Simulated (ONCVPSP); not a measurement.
## Ta: one change to an ONCV potential, before and after

Ta, optimised norm-conserving Vanderbilt (ONCV), made with ONCVPSP 4.0.1 (LDA (Perdew-Wang 92), non-relativistic). Core [Xe] 4f14, reference 5d3 6s1.75 6p0.25. Waves: 6s: rc 3.05 bohr, ncon 3, nbas 7, qcut 2.4 1/bohr, 1 projector; 6p: rc 4.00 bohr, ncon 4, nbas 7, qcut 2.2 1/bohr, 2 projectors, debl 1 Ha; 5d: rc 2.50 bohr, ncon 4, nbas 8, qcut 5.2 1/bohr, local. Local part: the d channel. Core correction: polynomial model core, fcfact 0.3.

Change: all radii but the core radius scaled by about 1.18 (s 3.60, p 4.72, d 2.94 bohr).

Cutoffs: the cutoffs (Ha) at which the residual kinetic energy of the hardest occupied pseudo-wave falls to 1 and 0.1 mHa per electron; they do not see the model core or the augmentation charge, which bear on the density cutoff. Errors are all-electron minus pseudo energies relative to the spin-unpolarised reference configuration.

Task: How do hardness, ghosts and transferability respond?

Result: The potential gets softer (11 Ha and 12 Ha → 9.5 Ha and 11 Ha); both files keep a bound ghost (s); the number of tests with a reliable result goes from 3 to 4; of the 3 tests that both files solve, the error grows in 1 and shrinks in 1 by more than 15 % and 0.3 meV (median size 2.5 → 5.3 meV). A larger radius leaves more room for a smooth pseudo-wave, so fewer plane waves are needed.

```csv
quantity,base,changed
"cutoff, loose",11 Ha,9.5 Ha
"cutoff, tight",12 Ha,11 Ha
loose cutoff by channel,"s 2.3 Ha, p 1.3 Ha, d 11 Ha","s 2.0 Ha, p 0.9 Ha, d 9.5 Ha"
bound ghosts,s,s
GHOST(+) flags under 300 eV,p at 27.3 eV,p at 27.2 eV
tests with a reliable result,3 of 4,4 of 4
"error for 5d3 6s2 6p0, meV [ΔE -0.79 eV]",-0.1,-0.1
"error for 5d3 6s1 6p0, meV [ΔE 6.81 eV]",-2.5,-5.3
"error for 5d3.5 6s1.5 6p0, meV [ΔE -0.78 eV]",-14,-7.2
"rms error of d²Exc/dni dnj with the model core, mHa",1.77,1.84
```

 A true bound ghost makes a file unfit for plane-wave use even where its test errors are small: the radial tests pick states by their node count and pass the ghost by.
